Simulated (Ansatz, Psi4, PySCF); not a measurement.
C₂H₃BCl₂O₂, singlet, at a GFN2-xTB geometry, atoms displaced at random by about 0.08 Å a coordinate. Base run: PBE/STO-3G, gradient in PySCF.

Input for PySCF:
```python
from pyscf import gto, scf, dft

mol = gto.M(
    atom='''
B    -0.44354892    0.54295638    0.18107567
Cl    0.83852812    1.66692190   -0.42070107
Cl   -1.68937367    1.15523424    1.13495186
O    -0.28671727   -0.79343695    0.20060600
C     0.75016308   -1.60480773   -0.20417016
C     0.18980387   -3.05211320   -0.76722777
O     1.90223111   -1.16935248   -0.26887296
H     0.99788854   -3.54276569   -0.89684950
H    -0.51489397   -2.87876270   -1.62842346
H    -0.37659734   -3.21507212    0.23666166
''',
    basis='sto-3g',
    verbose=4,
)

mf = dft.RKS(mol)
mf.xc = 'pbe'
mf.kernel()
g = mf.nuc_grad_method()
grad = g.kernel()
```

Programs used: Ansatz (a program for electronic structure), Psi4, PySCF; a row that names a program was run with it.

The coordinate followed is x of atom 4.

Variants of this job, named by their change:

| change | dE/dx (Eh/bohr) | net force (Eh/bohr) |
|---|---|---|
| base | 0.060567 | 0.000063 |
| grids.level = 0; grid_response = off | ___ | 0.019239 |
| finite difference step (bohr) = 1e-3; conv_tol = 1e-11 | 0.060546 | - |
| grids.level = 5; grid_response = on | 0.060537 | 0.000000 |
| grids.level = 1; grid_response = off | 0.060273 | 0.000881 |
| finite difference step (bohr) = 0.01; conv_tol = 1e-11 | 0.060555 | - |
| finite difference step (bohr) = 1e-4; conv_tol = 1e-11 | 0.060546 | - |
| grids.level = 1; grid_response = on | 0.060533 | 0.000000 |
| code = ansatz | 0.060535 | 0.000000 |
| conv_tol = 1e-11 | 0.060567 | 0.000063 |
| finite difference step (bohr) = 0.05; conv_tol = 1e-11 | 0.060769 | - |
| code = psi4 | 0.060608 | 0.000096 |

**Question.** Fill in the missing entries.

**Answer.** 
- grids.level = 0; grid_response = off, dE/dx (Eh/bohr): 0.065929

The net force is zero for an exact gradient.
